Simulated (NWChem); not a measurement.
# C4H3S, doublet; SMILES [c]1ccsc1

Results from NWChem. Pople sets run with spherical d functions. Spin-unrestricted. In the optimisation the excess spin sits in a' (Cs, its own frame). Coordinates come from a B3LYP/6-31G* (spherical d), spin-unrestricted optimisation. No stability test was run on the SCF state. Level B3LYP/6-31G*: energy and gradient on several grids; changes count from the extra-fine grid, which is no exact limit either.

Q: Which is the coarsest grid (xcoarse; coarse; medium; xfine; fine) from which on the energy stays within 500 μHa and each gradient component within 500 μHa/bohr of xfine?

A: coarse.
```csv
grid,size of the energy change (μHa),largest change of a gradient component (μHa/bohr),"time, medium = 1 (rough)"
xcoarse,1000,2000,about 1
coarse,< 10,100,about 1
medium,< 10,< 30,about 1
fine,< 10,< 30,about 1
xfine,< 10,< 30,3
```
